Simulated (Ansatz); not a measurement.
C₅H₄N, doublet, geometry from GFN2-xTB; Ansatz (a first-principles code) with SVWN5/STO-3G.

Here is a job for Ansatz.
Ansatz 0.2 input:
```yaml
crystal:
  periodic: [false, false, false]
  atoms:
    - {symbol: N, position_ang: [-0.01580283, -0.05413789, 1.34563273]}
    - {symbol: C, position_ang: [0.01615760, -0.05748178, -1.39611514]}
    - {symbol: C, position_ang: [-0.00564971, 1.08038809, 0.67867227]}
    - {symbol: C, position_ang: [-0.01073855, -1.21450102, 0.70280125]}
    - {symbol: C, position_ang: [0.00522650, -1.21511854, -0.66658290]}
    - {symbol: C, position_ang: [0.01063488, 1.15308424, -0.70494403]}
    - {symbol: H, position_ang: [0.02873223, -0.07014958, -2.47687799]}
    - {symbol: H, position_ang: [-0.01085889, 1.97624661, 1.28640780]}
    - {symbol: H, position_ang: [-0.01969182, -2.10662238, 1.31040635]}
    - {symbol: H, position_ang: [0.01865395, 2.10126459, -1.22235405]}
basis:
  gaussian:
    orbitals: STO-3G
    nuclear_model: gaussian
hamiltonian:
  xc: {name: SVWN5}
magnetization: {spin_polarized: true, initial_magnetization: 1}
```

Question: Write the output that Ansatz gives for this input, abridged.

Answer: 
```
Functional definition: SVWN5
483 factors; integrals over basis functions are off by at most 3.4e-5 eV
mean field evaluation 1: about -6592.1893 eV, gradient 9.3e0 eV
mean field evaluation 2: about -6590.8053 eV, gradient 1.9e1 eV
mean field evaluation 4: about -6592.7128 eV, gradient 2.3e0 eV
mean field evaluation 8: about -6592.5791 eV, gradient 9.2e-2 eV
mean field evaluation 16: about -6592.5792 eV, gradient 1.4e-4 eV
mean field -6592.57918228 eV, -242.2728163382 hartree, gradient 8.5e-6 eV, S^2 0.755532; 0 other end points of the search recorded, 0 dependent functions left out
reference -6592.57920248 eV, -242.2728170804 hartree; 21, 20 occupied and 13, 14 virtual orbitals, 483 factors
Total energy: -6592.57920248 eV, -242.2728170804 hartree
```
